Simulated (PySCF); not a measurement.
# Basis-set dependence of KF at CCSD

PySCF, RHF reference; singlet, unpaired electrons none; De to K + F without counterpoise correction. Frozen cores follow the default of each basis and core potential.

```csv
basis,relativity,functions,Re (Å),ωe (cm⁻¹),De (eV),frozen orbitals
x2c-SVPall,spin-free X2C,38,2.167,485,4.11,6
def2-SVPD,no relativity,50,2.245,413,4.90,6
x2c-TZVPPall,spin-free X2C,64,2.218,423,4.53,6
```

**Question.** How does each smaller set differ from the one with most functions, x2c-TZVPPall?

**Answer.** x2c-SVPall: -5.1 pm, +14.7 % in ωe, -0.42 eV in De; def2-SVPD: +2.7 pm, -2.4 % in ωe, +0.37 eV in De. All at CCSD; the set with most functions is neither the basis-set limit nor always the best. The rows treat relativity differently, so the differences are not basis effects alone.

Correlated steps freeze 6 core orbitals. Correlated levels converge slowly with the basis: in double zeta they bind strong bonds too weakly, by up to about 1 eV, and carry superposition errors of some tenths. Where the molecule has an RHF reference, its open-shell atoms are computed with UHF.
